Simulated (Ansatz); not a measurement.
Start from `[OH][GeH3]` and change one atom or group to get `[OH][GeH2][SeH]`.

Ansatz, PBE0-D4/def2-TZVP geometries, multiplicity 1. Each molecule was computed in one conformer, which needn't be the lowest.

Scalar relativity is left out up to krypton.

```tsv
property	`[OH][GeH3]`
HOMO–LUMO gap (PBE0/def2-TZVPP) / eV	8.54
HOMO–LUMO gap (B3LYP/def2-TZVPP) / eV	7.99
HOMO–LUMO gap (ωB97M-V/def2-TZVPP) / eV	12.61
HOMO energy (B3LYP/def2-TZVPP) / eV	-8.19
LUMO energy (PBE0/def2-TZVPP) / eV	0.11
HOMO energy (ωB97M-V/def2-TZVPP) / eV	-10.79
```

Problem. What does the change do to each property? (An estimate is asked.)

Solution. Ansatz gave: 
```json
{"property": "HOMO–LUMO gap (PBE0/def2-TZVPP) / eV", "`[OH][GeH2][SeH]`": "7.01", "shift": "-1.53"}
{"property": "HOMO–LUMO gap (B3LYP/def2-TZVPP) / eV", "`[OH][GeH2][SeH]`": "6.47", "shift": "-1.52"}
{"property": "HOMO–LUMO gap (ωB97M-V/def2-TZVPP) / eV", "`[OH][GeH2][SeH]`": "11.05", "shift": "-1.56"}
{"property": "HOMO energy (B3LYP/def2-TZVPP) / eV", "`[OH][GeH2][SeH]`": "-6.98", "shift": "1.21"}
{"property": "LUMO energy (PBE0/def2-TZVPP) / eV", "`[OH][GeH2][SeH]`": "-0.22", "shift": "-0.33"}
{"property": "HOMO energy (ωB97M-V/def2-TZVPP) / eV", "`[OH][GeH2][SeH]`": "-9.39", "shift": "1.40"}
```

With PBE0 the HOMO rises by 1.21 eV and the LUMO falls by 0.33 eV, so the gap narrows by about 1.54 eV. PBE moves the HOMO by 0.77 eV and ωB97M-V by 1.40 eV. The zero-point energy changes by 3.2 kJ/mol with +3 modes.

B3LYP here is the variant with VWN-RPA as its local correlation; programs differ in this.

Spin–orbit coupling is left out; it splits and shifts lone-pair levels of the heavy atoms by tenths of an eV.
